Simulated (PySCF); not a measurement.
## Choosing a basis for TDDFT

Compound: GeH6O2Si.
SMILES: `O[SiH2][O][GeH3]`

TDDFT with PBE0 (PySCF), vertical singlets, core orbitals frozen in the response, spherical d and f functions. Geometry: PBE0-D3(BJ)/def2-SVP, one conformer, isolated molecule. Relativistic effects, spin–orbit coupling among them, are left out although an element past zinc is present.

```tsv
basis	functions	diffuse	S1 (eV)	S2 (eV)	S3 (eV)	S4 (eV)	S5 (eV)	LUMO (eV)	α (au)
6-31G*	90	no	6.87	7.55	7.67	7.89	8.36	0.35	49.8
def2-SVP	108	no	7.09	7.68	7.86	8.08	8.50	0.50	53.6
def2-SVPD	156	yes	6.78	7.02	7.60	7.64	7.88	-0.06	63.6
aug-cc-pVDZ	163	yes	6.54	6.72	7.29	7.42	7.58	-0.37	64.7
def2-TZVP	183	no	6.86	7.28	7.70	7.86	8.15	0.15	60.1
def2-TZVPD	231	yes	6.67	6.87	7.50	7.55	7.75	-0.20	64.2
```

Q: Compare the sets with the largest diffuse one.

A: States are compared by their number. Against the largest diffuse basis here (def2-TZVPD, itself not a converged limit), sets without diffuse functions differ by up to 0.41 eV in S1 and 0.74 eV in S5; the smaller diffuse sets differ by up to 0.14 and 0.18 eV. State by state, the largest deviation of a set without diffuse functions is S1 0.41, S2 0.81, S3 0.35, S4 0.53, S5 0.74 eV. The same number needn't mean the same state in each row. Against def2-TZVPD the polarisability deviates by -22% in 6-31G*, -16% in def2-SVP, -1% in def2-SVPD, +1% in aug-cc-pVDZ, -6% in def2-TZVP.

Without π bonds the low states are Rydberg-like; a valence basis with one diffuse set may place them up to an eV too high.
